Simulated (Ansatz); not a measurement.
Molecule: CuCl$_{2}$, net charge -1, singlet state. 
Structure (B3LYP-D3(BJ)/def2-TZVP (Ansatz, a quantum-chemistry and plane-wave program) minimum search):
```
Cu
Cl 1 2.1589
Cl 1 2.1589 2 180.00
```
Charge -1, spin multiplicity 1.

Total electronic energies in hartree. Correlated levels leave the core frozen unless marked. No spin-orbit coupling. The frozen core is the preceding noble-gas configuration, with the filled d and f shells of earlier blocks. Non-relativistic. Basis-set limits of correlation are two-point, X^-3; Hartree-Fock from the larger set. The bracket is a focal-point correction in the basis named.

```tsv
level	program	energy (Eh)
B3LYP-D3(BJ)/def2-TZVPD	Ansatz + dftd3	…
PBE0-D3(BJ)/def2-TZVP	Ansatz + dftd3	…
BHLYP-D4/def2-TZVPD	Ansatz + dftd4	-2561.10903
CAM-B3LYP-D3(BJ)/def2-TZVPD	Ansatz + dftd3	-2561.30883
B2PLYP/def2-TZVPD	Ansatz	…
MP2/def2-SVPD	Ansatz	-2558.25793
RI-MP2/def2-QZVPPD	Ansatz	-2559.20584
SCS-MP2/6-31G*	Ansatz	-2558.29866
RI-MP2/CBS(def2-TZVPPD,def2-QZVPPD)+[CCSD(T)-MP2]/def2-TZVPPD	Ansatz	-2559.2550
```

Q: What belongs in the gaps?

A: 
- B3LYP-D3(BJ)/def2-TZVPD, energy (Eh): -2561.25562
- PBE0-D3(BJ)/def2-TZVP, energy (Eh): -2560.61405
- B2PLYP/def2-TZVPD, energy (Eh): -2560.60973
